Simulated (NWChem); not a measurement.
Polarisability of FGa

```xyz
2

Ga     0.0000     0.0000    -0.4046
F      0.0000     0.0000     1.3936
```
Charge 0, spin multiplicity 1.

Everything below was run with NWChem. Structure: optimised with PBE/def2-SVP, a minimum by its harmonic frequencies.

Basis set: def2-SVPD. The field's frequency is 0.0773 Ha (589 nm).

The Hamiltonian is non-relativistic. The correlated methods keep 10 core orbitals frozen. B3LYP has NWChem's definition, with VWN1-RPA local correlation. The structure started from a generated list of species. Coupled-cluster values serve here as a point of comparison, not as the truth.

Task: Order these methods by the isotropic polarisability they give, lowest first: PBE0, CCSD linear response, HF, PBE, B3LYP.

Result: B3LYP (35.11 bohr³), PBE0 (35.87 bohr³), PBE (36.13 bohr³), CCSD linear response (37.36 bohr³), HF (38.02 bohr³)
